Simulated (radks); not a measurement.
The iron ion Fe19+, configuration [He] 2s2 2p3.

Method: scalar-relativistic Kohn-Sham, r2SCAN, spin-polarised, spherical densities, finite nucleus; open shells are filled with parallel spins first; meta-GGA in the generalised Kohn-Sham scheme; Fermi nuclear charge, rms radius 3.7377 fm; computed with a radial shooting solver on a logarithmic mesh with Libxc functionals.

Energy parts (hartree):
part                       energy
total                  -998.80291
kinetic                1013.67114
electron-nucleus      -2116.36464
Hartree                 135.48364
exchange-correlation    -31.59305

Orbitals (lengths in bohr, moments of r in powers of bohr; <r^-3> diverges for s and p1/2; r(max) is where P^2 peaks):
orbital  occ.  eigenvalue (hartree)   r(max)  <r^-3>      <r>  <1/r>
1s up       1             -293.4327  0.03825       -  0.05833  26.01
1s down     1             -292.6451  0.03820       -  0.05814  26.07
2s up       1             -60.10983   0.2141       -   0.2505  5.959
2s down     1             -58.80238   0.2157       -   0.2532  5.867
2p up       3             -56.61378   0.1707   561.2   0.2171  5.829
2p down     0             -54.96268   0.1728   548.2   0.2202  5.761

The highest occupied level is 2p up at -1540.5 eV. Summed over all electrons, <r^2> = 0.3290 bohr^2, which gives a Langevin (diamagnetic) susceptibility term of -0.261 x 10^-6 cm^3/mol. Spin moment in Bohr magnetons: 3. For comparison, the ionisation energy in NIST's Atomic Spectra Database is 1575.6 eV (measured). In exact Kohn-Sham theory the highest level is minus the ionisation energy, but local and semilocal functionals leave it too shallow, through self-interaction and a potential that decays too fast; potentials with the right tail come closer. The density falls to 0.001 e/bohr^3 at r = 0.81 bohr. The electron density at the nucleus is 1.523e+04 e/bohr^3 (large components only).
